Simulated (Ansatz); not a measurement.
Reaction (SMILES): NB(Cl)Cl + H+ → [NH3+]B(Cl)Cl
Each molecule is optimised on its own at B3LYP-D3(BJ)/def2-TZVP (Ansatz, a quantum-chemistry and plane-wave program), one conformer each, not searched for the lowest.

Wanted: proton affinity (electronic energy difference), positive where the reaction releases energy, in eV. Cores are frozen in the correlated levels unless marked. No spin-orbit coupling. Non-relativistic. CBS(X,Y): correlation extrapolated as X^-3; Hartree-Fock from the larger set (for Q and 5 zeta extrapolated as (X+1)exp(-9√X)).

| level | program | proton affinity (eV) |
|---|---|---|
| HF/6-31G | Ansatz | 7.69 |
| HF/6-31G* | Ansatz | 8.16 |
| B3LYP-D4/def2-TZVPD | Ansatz + dftd4 | 8.20 |
| CAM-B3LYP-D3(BJ)/def2-TZVPD | Ansatz + dftd3 | 8.12 |
| CCSD/STO-3G | Ansatz | 10.01 |
| CCSD/CBS(cc-pV(T+d)Z,cc-pV(Q+d)Z) | Ansatz | 8.24 |
| CCSD(T)/CBS(cc-pV(Q+d)Z,cc-pV(5+d)Z) | Ansatz | 8.21 |
